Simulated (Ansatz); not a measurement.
Start from `[BH2][AlH][CH3]` and change one atom or group to get `[CH3][AlH][GeH3]`.

Ansatz, PBE0-D4/def2-TZVP geometries, multiplicity 1. 

Scalar relativity is left out up to krypton.

```
                                          property  `[BH2][AlH][CH3]`
             HOMO–LUMO gap (B3LYP/def2-TZVPP) / eV               4.64
               HOMO energy (B3LYP/def2-TZVPP) / eV              -7.04
             LUMO energy (ωB97M-V/def2-TZVPP) / eV              -0.28
               LUMO energy (B3LYP/def2-TZVPP) / eV              -2.40
           HOMO–LUMO gap (ωB97M-V/def2-TZVPP) / eV               9.09
size of the dipole moment (ωB97M-V/def2-TZVPP) / D               0.64
```

Give the same properties after the change, and the shifts. (Best estimate.)

Computed: 
```
                                          property  `[CH3][AlH][GeH3]`  shift
             HOMO–LUMO gap (B3LYP/def2-TZVPP) / eV                5.28   0.64
               HOMO energy (B3LYP/def2-TZVPP) / eV               -7.15  -0.11
             LUMO energy (ωB97M-V/def2-TZVPP) / eV               -0.07   0.21
               LUMO energy (B3LYP/def2-TZVPP) / eV               -1.88   0.52
           HOMO–LUMO gap (ωB97M-V/def2-TZVPP) / eV                9.29   0.20
size of the dipole moment (ωB97M-V/def2-TZVPP) / D                1.33   0.69
```

With PBE0 the HOMO falls by 0.11 eV and the LUMO rises by 0.52 eV, so the gap widens by about 0.63 eV. PBE moves the HOMO by -0.22 eV and ωB97M-V by 0.01 eV. Dipoles are sizes alone; their direction can turn.

B3LYP here is the variant with VWN-RPA as its local correlation; programs differ in this.
